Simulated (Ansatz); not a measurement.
Reaction (redistribution): `CC(C)O[Si]Cl` + `C[O][In]([CH3])[SH]` → `C[Si]Cl` + `C[O][In]([SH])[O]C(C)C`

Program: Ansatz. Geometries: PBE0-D4/def2-TZVP. ΔE: electronic, gas phase. CCSD(T)/CBS is the MP2 limit (def2-TZVPP, def2-QZVPP) plus CCSD(T) − MP2 in def2-TZVPP, frozen cores. Functionals use def2-TZVPP. Elements past krypton have def2 core potentials. For In outer-core shells are correlated without core-valence functions, which leaves a few kJ/mol of doubt a bond. Each species was taken in one conformer, which may not be the lowest.

`CC(C)O[Si]Cl`:

```xyz
13

C    -1.498   -0.128   -0.467
C    -0.026    0.054   -0.174
C     0.235    0.661    1.186
O     0.597   -1.233   -0.231
Si    1.997   -1.840   -0.781
Cl    2.983   -0.131   -1.555
H    -1.961   -0.770    0.286
H    -2.006    0.839   -0.458
H    -1.645   -0.584   -1.448
H     0.430    0.683   -0.945
H    -0.243    1.640    1.260
H    -0.167    0.018    1.973
H     1.306    0.791    1.353
```

`C[O][In]([CH3])[SH]`:

```xyz
12

C    -1.176    0.278    1.691
O    -1.313    0.574    0.331
In    0.073    0.143   -1.030
C     1.882   -0.843   -0.471
S    -0.732    0.915   -3.124
H    -0.248   -0.259    1.941
H    -2.012   -0.348    2.031
H    -1.188    1.198    2.289
H     2.409   -1.192   -1.357
H     1.649   -1.689    0.175
H     2.518   -0.145    0.076
H    -1.863    1.368   -2.554
```

`C[Si]Cl`:

Cartesian coordinates in Å:
```
C -0.305 -0.358 0.375
Si 0.065 -0.013 -1.444
Cl 1.350 1.619 -1.184
H 0.625 -0.570 0.915
H -0.986 -1.204 0.493
H -0.749 0.526 0.845
```

`C[O][In]([SH])[O]C(C)C`:

Z-matrix (Å, degrees):
```
C
O 1 1.407
H 1 1.097 2 113.5
H 1 1.097 2 111.3 3 121.6
H 1 1.096 2 108.6 3 -119.9
In 2 1.972 1 121.6 3 -30.4
O 6 1.978 2 112.1 1 4.8
S 6 2.363 2 118.4 1 -176.2
C 7 1.410 6 122.7 2 178.2
H 8 1.345 6 92.2 2 0.9
C 9 1.518 7 111.5 6 63.2
C 9 1.518 7 111.6 6 -62.8
H 9 1.100 7 105.3 6 -179.8
H 11 1.092 9 110.4 7 53.6
H 11 1.093 9 111.5 7 174.2
H 11 1.097 9 110.7 7 -66.4
H 12 1.093 9 111.5 7 -174.2
H 12 1.097 9 110.7 7 66.4
H 12 1.092 9 110.4 7 -53.6
```

**Question.** Is it downhill or uphill in electronic energy at CCSD(T)/CBS, and by how much? (An estimate is asked.)

**Answer.** Computed: Uphill: ΔE = +29.3 kcal/mol.

**Question.** What do these levels give: PBE0-D4, ωB97X-V, PBE, r2SCAN0, CAM-B3LYP, HF/CBS(def2)? (Estimate.)

**Answer.** Ansatz gave: PBE0-D4 30.7, ωB97X-V 30.5, PBE 30.3, r2SCAN0 31.6, CAM-B3LYP 32.9, HF/CBS(def2) 32.3 kcal/mol.

Largest T1 diagnostic among the species: 0.015.

From BLYP to BHLYP (50 % exact exchange), in def2-TZVPP and without D4, ΔE moves by +1.1 kcal/mol. Leaving LDA and LC-ωPBE aside and taking each functional with its dispersion term where it has one, the values, not all of them listed here, spread over 3.4 kcal/mol, from B97M-V to CAM-B3LYP-D4. LDA lies +1.4 kcal/mol from PBE without D4. At CCSD(T), def2-SVP lies −2.6 kcal/mol from the extrapolated value and def2-TZVPP +1.1 kcal/mol.
